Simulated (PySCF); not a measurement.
## What moves σ(N)?

GIAO PBE0/pcSseg-1 on GFN2-xTB geometries (PySCF 2.14.0 with density-fitted response routines, gas phase, non-relativistic):

```csv
SMILES,IAO charge (e) of N,σ(N) (ppm)
[H]/N=C(\C=C)OC,-0.529,3.7
[H]/N=C(\C=C)C(F)F,-0.425,-97.9
[H]/N=C(/C=C)C=O,-0.399,-93.9
[H]/N=C(\C=C)C(=O)C(F)(F)F,-0.386,-112.3
[H]/N=C(/C=C)S(C)(=O)=O,-0.384,-85.7
```

**Question.** Fit σ(N) as a line in the IAO charge of N. How well does it hold?

**Answer.** σ = -382.5 − 719.1 x, with x in e; correlation -0.94, rms deviation 13.9 ppm, largest 21.0 ppm at `[H]/N=C(\C=C)C(F)F`. A charge says how many electrons sit at the atom, not how easily they circulate, so such a line holds only within like compounds.

**Question.** A further member, `[H]/N=C(\C=C)OC(F)F`, has x = -0.502. What does the line predict, and what does the calculation give?

**Answer.** The line gives -21.5 ppm; the calculation 28.0 ppm, a difference of 49.5 ppm, outside the usual scatter of the fit.
